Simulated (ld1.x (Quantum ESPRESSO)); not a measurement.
## What one change does to a pseudopotential (S (Z = 16), PAW)

```json
{
 "Element": "S",
 "Generator": "ld1.x (Quantum ESPRESSO) 7.5",
 "Type": "PAW",
 "Functional": "PBE",
 "Relativity": "scalar-relativistic",
 "Frozen core": "[Ne]",
 "Valence charge": "6",
 "Reference configuration": "3s2 3p3 (charge +1)",
 "Partial waves": "3s (bound): rcut 1.05, rcutus 1.25 bohr; 3s channel at 1.45 Ry: rcut 1.05, rcutus 1.25 bohr; 3p (bound): rcut 1.10, rcutus 1.35 bohr; 3p channel at 0.25 Ry: rcut 1.10, rcutus 1.35 bohr",
 "Local potential": "all-electron potential smoothed inside 1.10 bohr (lloc = -2)",
 "Core correction": "Bessel-smoothed model core inside 0.80 bohr",
 "Augmentation charge": "PSQ, inside the norm-conserving radii"
}
```

Change: waves 3p (bound): rcut 1.10, rcutus 1.86 bohr; 3p channel at 0.25 Ry: rcut 1.10, rcutus 1.86 bohr.

Cutoffs: the cutoffs (Ry, on a coarse ladder) from which the occupation-weighted sum of valence levels, in a spherical-Bessel basis at the reference potential, stays within 10 and 1 mRy of its value at 400 Ry; they do not see the model core or the augmentation charge, which bear on the density cutoff. Errors are all-electron minus pseudo energies relative to the spin-unpolarised reference configuration.

Task: What does the change do?

Result: The potential gets neither clearly harder nor softer (25 Ry and 45 Ry → 25 Ry and 45 Ry); the s channel sets the loose cutoff, while the largest relative change is in p, which becomes harder; the errors of the 7 common tests hardly move; neither file shows a bound ghost.

```csv
quantity,base,changed
"cutoff, loose",25 Ry,25 Ry
"cutoff, tight",45 Ry,45 Ry
loose cutoff by channel (10 mRy a level),"s 21 Ry, p 10 Ry","s 21 Ry, p 15 Ry"
bound ghosts,none,none
"error for 3s2 3p4, meV [ΔE -11.77 eV]",+0.4,+0.4
"error for 3s2 3p2, meV [ΔE 22.28 eV]",-4.2,-4.1
"error for 3s2 3p1, meV [ΔE 56.33 eV]",-23,-23
"error for 3s2 3p3.5, meV [ΔE -7.11 eV]",+0.3,+0.3
"error for 3s1 3p4, meV [ΔE 10.88 eV]",-0.7,-0.4
"error for 3s0 3p6, meV [ΔE 8.97 eV]",-0.4,+0.5
"error for 3s1 3p5, meV [ΔE -1.46 eV]",+0.3,+0.4
lowest overlap eigenvalue by channel,"s 0.52, p 0.75","s 0.52, p 0.81"
```
